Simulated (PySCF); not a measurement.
SMILES C[SiH2]C(C)C, GFN2-xTB optimised geometry.

```
17

Si     0.54    -1.47     0.00
C     -0.09    -2.38     1.54
C     -0.07     0.34     0.00
C      0.49     1.11    -1.19
C     -1.60     0.43     0.00
H      0.06    -2.15    -1.21
H      2.01    -1.47     0.00
H     -1.18    -2.47     1.53
H      0.32    -3.39     1.58
H      0.19    -1.87     2.45
H      0.29     0.84     0.91
H      0.15     0.67    -2.13
H      0.17     2.15    -1.17
H      1.58     1.09    -1.19
H     -2.01    -0.05    -0.88
H     -2.01    -0.06     0.88
H     -1.92     1.47     0.01
```

Density from B3LYP/def2-SVP (PySCF) at that geometry.

Minimum of the electron density along straight lines between bonded atoms, close to the bond critical point (lines longer than 1.1 times the sum of covalent radii, or with two minima, are not listed):

```csv
bond,length / Å,ρ at the minimum / e bohr⁻³,∇²ρ there / e bohr⁻⁵,position (fraction from the first atom)
Si1–C2,1.898,0.111,0.32,0.38
Si1–C3,1.913,0.112,?,0.38
C3–C4,1.526,0.242,-0.54,0.50
C3–C5,1.527,0.242,-0.54,0.50
Si1–H6,1.470,0.115,0.33,0.49
Si1–H7,1.470,0.115,0.33,0.49
C2–H8,1.086,0.273,-0.97,0.62
C2–H9,1.085,0.273,-0.98,0.62
C2–H10,1.086,0.272,-0.97,0.62
C3–H11,1.096,0.271,-0.94,0.62
C4–H12,1.088,0.277,-1.01,0.62
C4–H13,1.090,0.276,-1.00,0.62
C4–H14,1.088,0.278,-1.02,0.62
C5–H15,1.088,0.277,-1.01,0.62
C5–H16,1.088,0.277,-1.01,0.62
C5–H17,1.090,0.276,-1.00,0.62
```

### Question
Fill in the missing entries.

### Answer

- Si1–C3, ∇²ρ there / e bohr⁻⁵: 0.30
